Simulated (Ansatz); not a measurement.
Task: Name a neutral molecule of B, Cl, F with LUMO energy (B3LYP/def2-TZVPP) between -1.50 and -1.20 eV and HOMO–LUMO gap (PBE/def2-TZVPP) between 5.75 and 6.05 eV (Ansatz, PBE0-D4/def2-TZVP geometry).

Result: `FB(Cl)Cl` (-1.23 eV, 5.94 eV). Other molecules can fit too; these were computed, each in one conformer that needn't be the lowest.

B3LYP here is the variant with VWN-RPA as its local correlation; programs differ in this.
